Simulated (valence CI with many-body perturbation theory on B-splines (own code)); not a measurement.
# E1 transitions of Gd³³⁺

Method: relativistic CI+MBPT: three valence electrons over a frozen Dirac-Fock core [Ar] 3d10, a basis of 11 s, 11 p, 9 d, 7 f, 5 g, 2 h, 1 i functions for each j, with the one-electron correlation potential Σ1 (screened to all orders), the two-electron term Σ2, the three-electron term Σ3, Breit, model QED; selected single and double excitations, second order for the rest (own B-spline code, finite nucleus).

The last digits are not significant, and no measured levels were compared; by estimate large intervals hold to a few tenths of a per cent, small ones and those within an open d or f shell to about a per cent.

Lines 201 to 250 of 273 in falling wavelength, among levels below 28.980 Ry, chosen from the strongest by gf and those to the six lowest levels. Wavelengths and rates use the calculated energies. Electric multipoles are in the length gauge, E1 and E2 with the static RPA response of the core. Weak lines are less certain than strong ones. Lines between different terms over intervals too small for the method are left out, as are lines whose strength nearly cancels. Where a level lies close to another of its J and parity, the split of strength between their lines is uncertain. The highest levels of a list are the least certain.

Levels are named by their leading jj configuration (3d3/2^4 stands for four electrons in 3d with j = 3/2), which in mixed levels can hold well under half, so a name can repeat and another be missing. Letters in brackets count levels of one name in rising energy.

```
λ vac (Å)                          Upper                       Lower   A (s⁻¹)  S (a.u.)
    72.89  (4p1/2 4p3/2 4d5/2) J=5/2 [a]       (4p1/2^2 4p3/2) J=3/2  8.32e+10  9.54e-02
    72.76     (4s 4p1/2 4d3/2) J=3/2 [b]          (4s 4p1/2^2) J=1/2  4.05e+11  3.08e-01
    72.72     (4s 4p3/2 4d3/2) J=3/2 [a]  (4s 4p1/2 4p3/2) J=3/2 [a]  2.91e+11  2.21e-01
    72.69  (4p1/2 4p3/2 4d5/2) J=3/2 [a]       (4p1/2^2 4p3/2) J=3/2  2.02e+11  1.53e-01
    72.57     (4s 4p3/2 4d3/2) J=1/2 [b]      (4s 4p1/2 4p3/2) J=1/2  3.54e+11  1.33e-01
    72.49     (4s 4p3/2 4d3/2) J=5/2 [a]  (4s 4p1/2 4p3/2) J=3/2 [a]  1.98e+11  2.24e-01
    72.44     (4s 4p3/2 4d3/2) J=1/2 [a]  (4s 4p1/2 4p3/2) J=3/2 [a]  3.88e+11  1.46e-01
    72.34             (4s 4p3/2^2) J=1/2          (4s^2 4p1/2) J=1/2  4.16e+09  1.56e-03
    71.31     (4s 4p3/2 4d3/2) J=1/2 [b]  (4s 4p1/2 4p3/2) J=3/2 [b]  1.70e+10  6.09e-03
    71.09     (4s 4p3/2 4d3/2) J=3/2 [b]      (4s 4p1/2 4p3/2) J=5/2  1.66e+07  1.17e-05
    70.96          (4p1/2 4p3/2^2) J=1/2          (4s 4p1/2^2) J=1/2  7.56e+09  2.67e-03
    70.93                (4p3/2^3) J=3/2  (4s 4p1/2 4p3/2) J=3/2 [a]  3.57e+10  2.52e-02
    70.85     (4s 4p3/2 4d5/2) J=5/2 [a]      (4s 4p1/2 4p3/2) J=5/2  1.42e+09  1.50e-03
    69.99             (4s 4p3/2^2) J=3/2          (4s^2 4p1/2) J=1/2  1.42e+11  9.59e-02
    69.68     (4s 4p3/2 4d3/2) J=5/2 [b]      (4s 4p1/2 4p3/2) J=5/2  1.33e+09  1.33e-03
    68.57     (4s 4p3/2 4d3/2) J=3/2 [b]  (4s 4p1/2 4p3/2) J=3/2 [a]  2.39e+08  1.52e-04
    68.44         (4s 4p3/2 4d5/2) J=1/2  (4s 4p1/2 4p3/2) J=3/2 [b]  1.44e+10  4.56e-03
    68.35     (4s 4p3/2 4d5/2) J=5/2 [a]  (4s 4p1/2 4p3/2) J=3/2 [a]  2.07e+08  1.96e-04
    68.25     (4s 4p3/2 4d5/2) J=7/2 [a]      (4s 4p1/2 4p3/2) J=5/2  8.78e+10  1.10e-01
    68.11     (4s 4p3/2 4d5/2) J=7/2 [b]      (4s 4p1/2 4p3/2) J=5/2  3.74e+09  4.67e-03
    67.68     (4s 4p3/2 4d5/2) J=3/2 [b]      (4s 4p1/2 4p3/2) J=1/2  5.61e+10  3.43e-02
    67.34     (4s 4p3/2 4d5/2) J=3/2 [a]  (4s 4p1/2 4p3/2) J=3/2 [b]  2.46e+07  1.49e-05
    67.27     (4s 4p3/2 4d3/2) J=5/2 [b]  (4s 4p1/2 4p3/2) J=3/2 [a]  6.69e+08  6.03e-04
    67.22     (4s 4p3/2 4d5/2) J=5/2 [b]  (4s 4p1/2 4p3/2) J=3/2 [b]  3.02e+10  2.71e-02
    66.58     (4s 4p3/2 4d5/2) J=3/2 [b]  (4s 4p1/2 4p3/2) J=3/2 [b]  3.10e+10  1.80e-02
    66.31         (4s 4p1/2 4d5/2) J=3/2          (4s 4p1/2^2) J=1/2  8.48e+10  4.88e-02
    65.34     (4s 4p3/2 4d3/2) J=1/2 [b]  (4s 4p1/2 4p3/2) J=3/2 [a]  5.53e+08  1.52e-04
    64.04     (4s 4p3/2 4d5/2) J=3/2 [a]      (4s 4p1/2 4p3/2) J=5/2  1.09e+09  5.66e-04
    63.93     (4s 4p3/2 4d5/2) J=5/2 [b]      (4s 4p1/2 4p3/2) J=5/2  6.51e+09  5.03e-03
    63.59             (4s^2 4f5/2) J=5/2  (4s 4p1/2 4p3/2) J=3/2 [b]  2.79e+10  2.13e-02
    63.35     (4s 4p3/2 4d5/2) J=3/2 [b]      (4s 4p1/2 4p3/2) J=5/2  1.87e+09  9.41e-04
    63.17         (4s 4p1/2 4f7/2) J=5/2       (4p1/2^2 4p3/2) J=3/2  4.22e+10  3.15e-02
    62.93         (4s 4p3/2 4d5/2) J=1/2  (4s 4p1/2 4p3/2) J=3/2 [a]  1.89e+09  4.66e-04
    61.99     (4s 4p3/2 4d5/2) J=3/2 [a]  (4s 4p1/2 4p3/2) J=3/2 [a]  1.88e+09  8.85e-04
    61.89     (4s 4p3/2 4d5/2) J=5/2 [b]  (4s 4p1/2 4p3/2) J=3/2 [a]  2.77e+09  1.94e-03
    61.34     (4s 4p3/2 4d5/2) J=3/2 [b]  (4s 4p1/2 4p3/2) J=3/2 [a]  3.24e+09  1.48e-03
    60.64             (4s^2 4f5/2) J=5/2      (4s 4p1/2 4p3/2) J=5/2  1.14e+09  7.52e-04
    60.51             (4s^2 4f7/2) J=7/2      (4s 4p1/2 4p3/2) J=5/2  9.33e+09  8.16e-03
    60.23     (4s 4p3/2 4d3/2) J=3/2 [a]          (4s 4p1/2^2) J=1/2  5.00e+08  2.16e-04
    60.04     (4s 4p3/2 4d3/2) J=1/2 [a]          (4s 4p1/2^2) J=1/2  6.85e+06  1.46e-06
    59.00                (4p3/2^3) J=3/2          (4s 4p1/2^2) J=1/2  3.61e+07  1.47e-05
    58.80             (4s^2 4f5/2) J=5/2  (4s 4p1/2 4p3/2) J=3/2 [a]  2.30e+09  1.39e-03
    57.36     (4s 4p3/2 4d3/2) J=3/2 [b]          (4s 4p1/2^2) J=1/2  1.23e+09  4.57e-04
    55.08     (4s 4p3/2 4d3/2) J=1/2 [b]          (4s 4p1/2^2) J=1/2  1.84e+08  3.04e-05
    53.36         (4s 4p3/2 4d5/2) J=1/2          (4s 4p1/2^2) J=1/2  2.41e+09  3.61e-04
    52.68     (4s 4p3/2 4d5/2) J=3/2 [a]          (4s 4p1/2^2) J=1/2  7.26e+08  2.10e-04
    52.21     (4s 4p3/2 4d5/2) J=3/2 [b]          (4s 4p1/2^2) J=1/2  4.00e+08  1.12e-04
    46.12          (4p1/2^2 4d3/2) J=3/2          (4s^2 4p3/2) J=3/2  3.78e+06  7.31e-07
    44.00          (4p1/2^2 4d5/2) J=5/2          (4s^2 4p3/2) J=3/2  1.69e+07  4.27e-06
    40.62  (4p1/2 4p3/2 4d3/2) J=5/2 [a]          (4s^2 4p3/2) J=3/2  1.22e+06  2.43e-07
```
